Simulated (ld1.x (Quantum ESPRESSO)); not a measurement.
**revPBE TM dataset for boron (B), scalar-relativistic all-electron reference.**

Input for ld1.x (Quantum ESPRESSO) 7.5:

```
&input
   title='B', zed=5., rel=1, dft='REVPBE', iswitch=3,
   config='[He] 2s2 2p1 3d-2',
   nld=3, rlderiv=4.50, eminld=-3.0, emaxld=5.0, deld=0.02
 /
 &inputp
   pseudotype=2, tm=.true., lloc=1,
   nlcc=.true., new_core_ps=.true.,
   file_pseudopw='B.UPF', file_wfcaegen='ae.wfc', file_wfcncgen='nc.wfc', file_beta='beta', file_chi='chi'
 /
3
2S  1  0   2.00   0.00  1.55  1.55  0.0
3D  3  2  -2.00   0.35  3.90  3.90  0.0
2P  2  1   1.00   0.00  4.15  4.15  0.0
 &test
   configts(1)='2s2 2p1'
 /
```

Command:

```bash
ld1.x < B.in > B.out
```

The program printed (shortened: banner, matrices, multipoles, cross overlaps and the repeated all-electron block are left out):

```
Program LD1 v.7.5
     --------------------------- All-electron run ----------------------------

     B
     scalar relativistic calculation

     atomic number is  5.00
     dft =REVPBE   lsd =0 sic =0 latt =0  beta=0.20 tr2=1.0E-14
     Exchange-correlation= REVPBE
                           (   1   4   4   4   0   0   0)
     mesh =1059 r(mesh) = 101.04461 a.u. xmin = -7.00 dx = 0.01250
     1 Ry =  13.60569312 eV, c = 137.03599908

     n l     nl                  e(Ry)          e(Ha)          e(eV)
     1 0     1S 1( 2.00)       -13.2881        -6.6441      -180.7942
     2 0     2S 1( 2.00)        -0.6957        -0.3478        -9.4648
     2 1     2P 1( 1.00)        -0.2622        -0.1311        -3.5678

     final scf error:  8.4E-15 reached in  34 iterations

     Etot =     -49.290333 Ry,     -24.645166 Ha,    -670.629139 eV

     Ekin =      49.120921 Ry,      24.560461 Ha,     668.324183 eV
     Encl =    -113.851752 Ry,     -56.925876 Ha,   -1549.032001 eV
     Eh   =      23.129567 Ry,      11.564783 Ha,     314.693785 eV
     Exc  =      -7.689068 Ry,      -3.844534 Ha,    -104.615106 eV

     normalization and overlap integrals

     s(1S/1S) =  1.000000  <r> =   0.3287  <r2> =    0.1468  r(max) =   0.2103
     s(2S/2S) =  1.000000  <r> =   1.9489  <r2> =    4.5798  r(max) =   1.5152
     s(2P/2P) =  1.000000  <r> =   2.3125  <r2> =    6.9680  r(max) =   1.5929

     ------------------------ End of All-electron run ------------------------

     --------------------- Generating NC pseudopotential ---------------------

      Generating local pot.: lloc=1, matching radius rcloc =   4.1500

      Computing core charge for nlcc:

       r > 0.69 : true rho core
      Core charge pseudized with two Bessel functions
      Integrated core pseudo-charge :   1.00

      Wfc   2S  rcut= 1.554  Using Troullier-Martins method

      Wfc   3D  rcut= 3.918  Using Troullier-Martins method

     ------------------- End of pseudopotential generation -------------------

     Computing logarithmic derivative in   4.52371
     Computing logarithmic derivative in   4.52371
     Computing the partial wave expansion
     R is outside the sphere for l=    0 j= 0.00
       no projector for channel:   1
     R is outside the sphere for l=    2 j= 0.00

     ---------------------- Testing the pseudopotential ----------------------

     B
     scalar relativistic calculation

     atomic number is  5.00   valence charge is  3.00
     dft =REVPBE   lsd =0 sic =0 latt =0  beta=0.20 tr2=1.0E-14
     mesh =1059 r(mesh) = 101.04461 xmin = -7.00 dx = 0.01250

     n l     nl             e AE (Ry)        e PS (Ry)    De AE-PS (Ry)
     1 0     2S   1( 2.00)       -0.69565       -0.69565        0.00000
     2 1     2P   1( 1.00)       -0.26223       -0.26223        0.00000

     eps = 1.9E-15  iter = 12

     Etot =     -49.290333 Ry,     -24.645166 Ha,    -670.629139 eV
     Etotps =    -6.858674 Ry,      -3.429337 Ha,     -93.317020 eV

     Ekin =       2.189163 Ry,       1.094582 Ha,      29.785082 eV
     Encl =     -10.578083 Ry,      -5.289042 Ha,    -143.922153 eV
     Ehrt =       3.906739 Ry,       1.953369 Ha,      53.153892 eV
     Ecxc =      -3.387766 Ry,      -1.693883 Ha,     -46.092908 eV
     (Ecc =      -1.719164 Ry,      -0.859582 Ha,     -23.390419 eV)
     Epseu=       1.011273 Ry,       0.505636 Ha,      13.759067 eV

     ---------------------- End of pseudopotential test ----------------------
```

Generation and configuration tests took about 1.2 s on one core of a shared server CPU.
